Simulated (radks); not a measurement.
Task: These are the eigenvalues of the occupied orbitals of an atom or ion with whole-number occupations (eV). Calculated with a radial shooting solver on a logarithmic mesh with Libxc functionals: non-relativistic Kohn-Sham, MS2 meta-GGA, spin-polarised, spherical densities, point nucleus; meta-GGA in the generalised Kohn-Sham scheme.

orbital  eigenvalue
1s up     -13610.77
1s down   -13610.65
2s up     -2196.477
2s down   -2193.410
2p up     -2026.904
2p down   -2024.293
3s up     -665.0837
3s down   -659.9542
3p up     -604.9682
3p down   -599.2092
3d up     -506.5675

Which element is it, and in what charge state? The configuration may be excited. Open shells, if any, are filled with parallel spins first.

Result: Z = 35, bromine, charge +15: Br15+ in [Ar] 3d2. The list shows which subshells hold electrons but not how many an open one holds; the 1s level, -500.19 hartree, gives Z - s = 31.6 by -(Z - s)^2/2, which with screening narrows Z to a few neighbours, and the depths of the outer levels then fix element, charge and occupations together.
